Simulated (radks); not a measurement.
Q: These are the eigenvalues of the occupied orbitals of an atom or ion with whole-number occupations (eV). Calculated with a radial shooting solver on a logarithmic mesh with Libxc functionals: Dirac Kohn-Sham, LDA (Slater exchange, Perdew-Wang correlation), spin-unpolarised, spherical densities, finite nucleus; Fermi nuclear charge, rms radius of each element as measured or else 0.836 A^(1/3) + 0.57 fm.

orbital  eigenvalue
1s1/2     -34747.91
2s1/2     -6874.231
2p1/2     -6578.734
2p3/2     -6275.846
3s1/2     -2522.705
3p1/2     -2413.108
3p3/2     -2341.126
4s1/2     -1279.749

Which element is it, and in what charge state? The configuration may be excited. Open shells, if any, fill j = l - 1/2 first.

A: Z = 53, iodine, charge +34: I34+ in [Ar] 4s1. The list shows which subshells hold electrons but not how many an open one holds; the 1s level, -1277 hartree, gives Z - s = 50.5 by -(Z - s)^2/2, which with screening and relativity narrows Z to a few neighbours, and the depths of the outer levels then fix element, charge and occupations together.
